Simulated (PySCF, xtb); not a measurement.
W(OH)(H)5 (H6OW), SMILES [OH][WH5], multiplicity 1.

Harmonic wavenumbers (cm⁻¹) from GFN2-xTB in xtb 6.7.1 at its own minimum, in rising order: 340, 340, 397, 454, 454, 526, 761, 761, 761, 1071, 1072, 1122, 1197, 1385, 1386, 1446, 1464, 3532.

Q: What does PBE-D3(BJ)/def2-TZVP (PySCF) give at its own minimum? (Estimate from the structure and the level; the computed values follow.)

A: 257, 352, 439, 530, 644, 700, 761, 849, 881, 1010, 1015, 1061, 1935, 1939, 1978, 2072, 2082, 3735. Paired by order, the mean absolute difference is 239 cm⁻¹ and the zero-point energies are 26.4 and 31.8 kcal/mol.
